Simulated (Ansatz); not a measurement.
## Two structures, one formula

The two ends of one reaction step of AlH$_{5}$Cl$_{2}$O$_{2}$, closed shell (PBE0-D4/def2-TZVP).

A:

Al1  (-1.014, -0.262, -0.391)
H2  (-0.165, 1.517, -0.882)
Cl3  (-0.199, -1.534, -1.833)
Cl4  (-2.817, 0.719, -0.811)
H5  (1.324, -0.266, 1.045)
O6  (-0.618, -0.554, 1.239)
H7  (0.471, 1.177, -0.607)
O8  (1.906, 0.116, 0.370)
H9  (-1.203, -0.280, 1.944)
H10  (2.314, -0.632, -0.075)
(Å)

B:

Al1  (-1.125, -0.059, -0.845)
H2  (0.024, 0.949, -1.306)
Cl3  (-1.309, -1.794, -2.032)
Cl4  (-2.936, 0.811, -0.155)
H5  (0.522, -0.288, 0.952)
O6  (-0.409, -0.643, 0.829)
H7  (1.610, 0.917, -0.173)
O8  (1.881, 0.499, 0.660)
H9  (-0.958, -0.420, 1.589)
H10  (2.699, 0.028, 0.481)
(Å)

Ansatz 0.2.0; basis: def2-TZVPP; cores frozen in the correlated methods. B3LYP uses VWN-RPA correlation.

**Question.** Which structure is lower at CCSD(T), and by how much? (To be estimated.)

**Answer.** The calculation gives: B, by 10.6 kJ/mol (electronic energy, against the other). By their contacts, A is a complex of AlHCl₂O ([OH][Al]([Cl])[Cl]) + H₂O + H₂ and B is a complex of AlH₃Cl₂O ([OH2][AlH]([Cl])[Cl]) + H₂O.

All methods give the same order:

```json
{"method": "SPW92", "E(B) − E(A) (kJ/mol)": "-23.5"}
{"method": "PBE-D4", "E(B) − E(A) (kJ/mol)": "-10.2"}
{"method": "BLYP-D4", "E(B) − E(A) (kJ/mol)": "-3.1"}
{"method": "r2SCAN-D4", "E(B) − E(A) (kJ/mol)": "-7.0"}
{"method": "B97M-V", "E(B) − E(A) (kJ/mol)": "-19.6"}
{"method": "PBE0-D4", "E(B) − E(A) (kJ/mol)": "-16.3"}
{"method": "B3LYP-D4", "E(B) − E(A) (kJ/mol)": "-9.2"}
{"method": "r2SCAN0-D4", "E(B) − E(A) (kJ/mol)": "-12.7"}
{"method": "BHLYP-D4", "E(B) − E(A) (kJ/mol)": "-15.3"}
{"method": "CAM-B3LYP-D4", "E(B) − E(A) (kJ/mol)": "-14.1"}
{"method": "wB97X-V", "E(B) − E(A) (kJ/mol)": "-12.8"}
{"method": "wB97M-V", "E(B) − E(A) (kJ/mol)": "-10.7"}
{"method": "B2PLYP", "E(B) − E(A) (kJ/mol)": "-9.2"}
{"method": "PBE-QIDH", "E(B) − E(A) (kJ/mol)": "-15.5"}
{"method": "RPA on PBE", "E(B) − E(A) (kJ/mol)": "-10.9"}
{"method": "HF", "E(B) − E(A) (kJ/mol)": "-22.4"}
{"method": "MP2", "E(B) − E(A) (kJ/mol)": "-5.4"}
{"method": "CCSD", "E(B) − E(A) (kJ/mol)": "-12.7"}
{"method": "CCSD(T)", "E(B) − E(A) (kJ/mol)": "-10.6"}
```

The T1 diagnostic stays at or below 0.010.

Labels in which every atom is bracketed show which atoms are joined, not bond orders.

For scale, one of the runs: CCSD(T)/def2-TZVPP, 258 basis functions, launched by `ansatz run in.yaml --threads 8 --pin off --events-out ev --progress --plain --max-ram 19148MiB`. Hardware: 8 CPU threads of a Oxide Virtual Turin-like, shared host. Wall time 64 s; peak host memory 5.7 GiB.
